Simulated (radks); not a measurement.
All-electron atom: Pm39+ in [Ar] 3d4.

All-electron calculation, scalar-relativistic Kohn-Sham, MS2 meta-GGA, spin-polarised, spherical densities, finite nucleus; open shells are filled with parallel spins first (spin-orbit coupling, left out, can overturn this in heavy ions); meta-GGA in the generalised Kohn-Sham scheme; Fermi nuclear charge, rms radius 4.962 fm. Program: a radial shooting solver on a logarithmic mesh with Libxc functionals.

Energy parts (eV):
total: -241038.64
kinetic: 258961.57
electron-nucleus: -537139.69
Hartree: 41434.87
exchange-correlation: -4295.39

Orbitals (lengths in bohr, moments of r in powers of bohr; r(max) is where P^2 peaks):
[
 {"orbital": "1s up", "occ.": "1", "eigenvalue (eV)": "-47117.41", "r(max)": "0.01478"},
 {"orbital": "1s down", "occ.": "1", "eigenvalue (eV)": "-47116.76", "r(max)": "0.01478"},
 {"orbital": "2s up", "occ.": "1", "eigenvalue (eV)": "-9350.541", "r(max)": "0.08350"},
 {"orbital": "2s down", "occ.": "1", "eigenvalue (eV)": "-9337.694", "r(max)": "0.08341"},
 {"orbital": "2p up", "occ.": "3", "eigenvalue (eV)": "-8570.307", "r(max)": "0.06747"},
 {"orbital": "2p down", "occ.": "3", "eigenvalue (eV)": "-8558.974", "r(max)": "0.06739"},
 {"orbital": "3s up", "occ.": "1", "eigenvalue (eV)": "-3373.657", "r(max)": "0.2303"},
 {"orbital": "3s down", "occ.": "1", "eigenvalue (eV)": "-3354.153", "r(max)": "0.2307"},
 {"orbital": "3p up", "occ.": "3", "eigenvalue (eV)": "-3128.261", "r(max)": "0.2240"},
 {"orbital": "3p down", "occ.": "3", "eigenvalue (eV)": "-3106.664", "r(max)": "0.2245"},
 {"orbital": "3d up", "occ.": "4", "eigenvalue (eV)": "-2834.116", "r(max)": "0.1801"},
 {"orbital": "3d down", "occ.": "0", "eigenvalue (eV)": "-2805.869", "r(max)": "0.1805"},
 {"orbital": "4s up", "occ.": "0", "eigenvalue (eV)": "-1689.726", "r(max)": "0.4765"},
 {"orbital": "4s down", "occ.": "0", "eigenvalue (eV)": "-1679.547", "r(max)": "0.4789"},
 {"orbital": "4p up", "occ.": "0", "eigenvalue (eV)": "-1593.242", "r(max)": "0.4814"},
 {"orbital": "4p down", "occ.": "0", "eigenvalue (eV)": "-1582.877", "r(max)": "0.4843"}
]

The highest occupied level is 3d up at -2834.1 eV. Summed over all electrons, <r^2> = 0.8364 bohr^2, which gives a Langevin (diamagnetic) susceptibility term of -0.662 x 10^-6 cm^3/mol. The electron density at the nucleus is 5.129e+05 e/bohr^3 (large components only). For comparison, the ionisation energy in NIST's Atomic Spectra Database is 2892 eV (theoretical). In exact Kohn-Sham theory the highest level is minus the ionisation energy, but local and semilocal functionals leave it too shallow, through self-interaction and a potential that decays too fast; potentials with the right tail come closer. The spin density at the nucleus is -43.7 e/bohr^3 (1s -7.6, 2s -114.9, 3s 78.7). The density falls to 0.001 e/bohr^3 at r = 0.75 bohr. Spin moment in Bohr magnetons: 4.
